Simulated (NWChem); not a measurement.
System: CH$_{3}$BeF; SMILES [CH3][Be][F]

Program: NWChem. The geometry was optimised at PBE0-D3(BJ)/def2-TZVP. Isotropic polarisability at PBE0/aug-cc-pVDZ. A Cauchy series cut after its second term is a line in ω².

```
row      ω² (10⁻³ Ha²)  α (bohr³)
-------  -------------  ---------
static            0.00      27.99
1065 nm           1.83      28.24
589 nm            5.98   withheld
400 nm           12.97      29.91
```

Fit a straight line of the last column on the one before it, predict the withheld value, and compare with the run.


1. Means of the 3 shown rows: x = 4.933, y = 28.713. Slope Σ(x − x̄)(y − ȳ)/Σ(x − x̄)² = 14.65/98.56 = 0.1487; intercept 27.980.
2. The shown rows scatter about the line by 0.009 (root mean square); the largest residual is -0.01, at 1065 nm.
3. At x = 5.98 (589 nm; inside the shown range) the line gives 28.87.
4. The run gives 28.82, -0.05 from the line. The intercept estimates α(0), and the slope, 149 bohr³/Ha², the next Cauchy moment.
